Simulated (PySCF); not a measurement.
SMILES CSC[SiH2][SeH] (C2H8SSeSi), singlet (GFN2-xTB optimised geometry):

```
13

C      1.104     0.188     2.562
S      1.694     0.515     0.879
C      0.917    -0.874     0.000
Si    -1.000    -0.874     0.000
Se    -1.694     1.287     0.000
H      1.594     0.908     3.210
H      1.381    -0.822     2.849
H      0.025     0.320     2.608
H      1.291    -0.792    -1.018
H      1.309    -1.794     0.428
H     -1.471    -1.536    -1.210
H     -1.492    -1.541     1.206
H     -0.361     1.794     0.231
```

Method: PySCF 2.14.0 with CAM-B3LYP/def2-TZVP.

Q: What are the frontier orbital energies and the dipole moment?

A: HOMO-2 -9.86 eV, HOMO-1 -8.12 eV, HOMO -7.81 eV, LUMO 0.89 eV, LUMO+1 1.25 eV; dipole moment 2.13 D.

Meta-Löwdin charges at CAM-B3LYP/def2-TZVP: C1 -0.40, S2 0.07, C3 -0.51, Si4 0.57, Se5 -0.27, H6 0.14, H7 0.12, H8 0.12, H9 0.14, H10 0.13, H11 -0.10, H12 -0.11, H13 0.08.
